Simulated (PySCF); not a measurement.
# RbMg and its ions

PBE0; PySCF, scalar-relativistic core potentials, basis sets Rb def2-SVP with ECP28, Mg def2-SVP. Neutral (UKS): doublet (σ ↑), Re = 4.128 Å, ωe = 67.9 cm⁻¹, De = 0.15 eV, HOMO -2.86 eV, LUMO -1.37 eV.

RbMg⁺ (UKS): singlet (closed shell), Re = 3.970 Å, ωe = 83.2 cm⁻¹, De = 0.29 eV to Rb⁺ + Mg. The energies at the minima are -223.97657 hartree for RbMg and -223.82720 for RbMg⁺.

**Question.** Work out the adiabatic ionisation energy, without and with harmonic zero-point energies (1 hartree = 27.2114 eV, 1 eV = 8065.5 cm⁻¹), and the change of the bond length.

**Answer.** At PBE0: 0.14937 hartree = 4.065 eV between the minima; the zero-point term (83.2 − 67.9)/2 cm⁻¹ = +0.001 eV makes it 4.066 eV. Re changes by -15.8 pm against the neutral. The electron leaves a σ orbital, and the shorter bond of the ion fits an antibonding orbital, or a change in how ionic the bond is.

Closed-shell solutions of metal pairs were not tested for spin polarisation, which can lower them a little. Weak bonds: RbMg, RbMg⁺. Basis-set superposition, not corrected here, can be much of De in a small basis, most of all at correlated wavefunction levels. For an ion De counts to the pair picked by the measured ionisation energies or electron affinities, which need not be the lowest pair at this level. States were picked by a PBE0 search and need not be the measured ground states.
